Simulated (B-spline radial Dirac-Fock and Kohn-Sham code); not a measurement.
Electron momentum distribution of W⁺: Compton profiles

System: the W⁺ ion in the configuration 1s2 2s2 2p6 3s2 3p6 3d10 4s2 4p6 4d10 4f14 5s2 5p6 5d5 (not the ground configuration).

Level of theory: the impulse approximation on relativistic Hartree-Fock (Dirac-Fock) wave functions, averaged over the configuration; a radial B-spline solver. pz is in atomic units of momentum; subshell profiles are per electron, for a selection of subshells; open shells are spread over both j values by their weights.

| pz | J total | J 3p3/2 | J 4f7/2 | J 5p3/2 | J 5d5/2 |
| --- | --- | --- | --- | --- | --- |
| 0 | 8.503 | 0.0499 | 0.0821 | 0.314 | 0.367 |
| 0.2 | 8.469 | 0.0499 | 0.0821 | 0.314 | 0.367 |
| 0.3 | 8.421 | 0.0499 | 0.0821 | 0.313 | 0.367 |
| 0.4 | 8.343 | 0.0499 | 0.0821 | 0.310 | 0.364 |
| 0.5 | 8.225 | 0.0499 | 0.0821 | 0.306 | 0.357 |
| 0.6 | 8.057 | 0.0499 | 0.0821 | 0.299 | 0.344 |
| 0.8 | 7.578 | 0.0499 | 0.0821 | 0.275 | 0.302 |
| 1 | 6.966 | 0.0499 | 0.0821 | 0.240 | 0.246 |
| 1.2 | 6.318 | 0.0499 | 0.0820 | 0.198 | 0.189 |
| 1.4 | 5.711 | 0.0498 | 0.0819 | 0.155 | 0.139 |
| 1.6 | 5.187 | 0.0498 | 0.0816 | 0.115 | 0.0990 |
| 1.8 | 4.758 | 0.0498 | 0.0811 | 0.0823 | 0.0689 |
| 2 | 4.417 | 0.0497 | 0.0804 | 0.0569 | 0.0470 |
| 2.5 | 3.848 | 0.0494 | 0.0775 | 0.0222 | 0.0171 |
| 3 | 3.482 | 0.0489 | 0.0729 | 0.0125 | 0.00642 |
| 4 | 2.853 | 0.0470 | 0.0605 | 0.0112 | 0.00276 |
| 5 | 2.242 | 0.0439 | 0.0468 | 0.00795 | 0.00265 |
| 7 | 1.365 | 0.0344 | 0.0248 | 0.00183 | 0.00130 |
| 10 | 0.7741 | 0.0182 | 0.00839 | 0.000883 | 0.000230 |
| 15 | 0.3818 | 0.00410 | 0.00133 | 0.000337 | 0.000133 |
| 20 | 0.2099 | 0.00203 | 0.000232 | 7.18e-05 | 8.35e-05 |
| 30 | 0.07929 | 0.00162 | 1.12e-05 | 4.96e-05 | 1.55e-05 |
| 40 | 0.03652 | 0.000752 | < 1e-6 | 2.49e-05 | 2.73e-06 |
| 60 | 0.01142 | 0.000122 | < 1e-6 | 4.06e-06 | < 1e-6 |
| 100 | 0.002247 | 6.03e-06 | < 1e-6 | < 1e-6 | < 1e-6 |

J(0) = 8.503. The 5p3/2 subshell gives the largest part, 15 %.

Mean momentum ⟨p⟩ by subshell (a.u.): 1s1/2 77.0, 2s1/2 27.5, 2p1/2 36.3, 2p3/2 32.1, 3s1/2 13.9, 3p1/2 16.6, 3p3/2 15.3, 3d3/2 18.4, 3d5/2 18.0, 4s1/2 7.07, 4p1/2 7.93, 4p3/2 7.39, 4d3/2 8.09, 4d5/2 7.90, 4f5/2 7.75, 4f7/2 7.65, 5s1/2 2.75, 5p1/2 2.87, 5p3/2 2.61, 5d3/2 1.99, 5d5/2 1.91.

Values without a named source are computed, but for edge energies of neutral atoms, which are taken from tables.
